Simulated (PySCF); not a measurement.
Isomers of C5H4O2S, one conformer each. Method used: core-valence-separated Tamm–Dancoff BHandHLYP/aug-pcX-1 (pcseg-1 on H, def2-SVPD on S) in PySCF, non-relativistic, gas phase, PBE0-D3(BJ)/def2-SVP geometry. Absolute energies from this functional tend to lie a few eV below measured edges; no shift was applied.

P. `O=C1C=CSC(O)=C1`
Q. `c1(OC=O)sccc1`

Main lines, eV (oscillator strength):
1. C K: 282.6 (0.049), 283.2 (0.029), 283.2 (0.075), 283.9 (0.072), 284.9 (0.079); O K: 528.3 (0.043), 533.3 (0.023), 533.5 (0.014)
2. C K: 283.4 (0.035), 283.4 (0.068), 283.5 (0.063), 285.0 (0.082), 285.2 (0.066); O K: 529.3 (0.047), 533.4 (0.021), 535.0 (0.007), 535.1 (0.006), 535.6 (0.008)
Listed: the first five lines at most of each edge with a tenth or more of its strongest line's intensity; roots within 0.03 eV on the same or equivalent atoms are summed. Only the lowest roots were sought, and the top ones are left out.

Question: Which spectrum belongs to which isomer?

Answer: 1 = P, 2 = Q.
- P: first C line listed at 282.6 eV, hole on the unsaturated ring CH carbon (1s→π*); first O line listed at 528.3 eV, hole on the carbonyl oxygen (1s→π*).
- Q: first C line listed at 283.4 eV, hole on the aromatic CH carbon (1s→π*); first O line listed at 529.3 eV, hole on the ester carbonyl oxygen (1s→π*).

Question: What are the ground-state energies of the isomers at BHandHLYP/aug-pcX-1 (pcseg-1 on H, def2-SVPD on S), relative to the lowest?

Answer: P 0.0, Q 3.1 kJ/mol (electronic energies on these geometries, no dispersion or zero-point terms).
